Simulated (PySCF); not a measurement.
AlF2, SMILES [F][Al+][F], charge +1. Geometry: PBE-D3(BJ)/def2-TZVP. The spin state was assumed, not searched. The isomer is the one that the SMILES or the coordinates give; other isomers of the formula were not compared.

The numbers are results of PBE-D3(BJ)/def2-TZVP (PySCF 2.14.0), not measurements.

Harmonic wavenumbers (cm⁻¹): 181, 181, 728, 1119. Rotational constants (GHz): 5.163 (linear); symmetry number 2.

Work out the zero-point energy and the ideal-gas rigid-rotor harmonic-oscillator thermochemistry at 298.15 K and 1 atm.

ZPE = ½ Σ hcν = ½ × 2209 cm⁻¹ = 13.21 kJ/mol. H − E(el) = 25.32 kJ/mol. Entropy in J/(mol K): translation 160.80, rotation 61.52, vibration 20.80, total 243.12. G − E(el) = -47.17 kJ/mol. Cp = 49.07 J/(mol K).
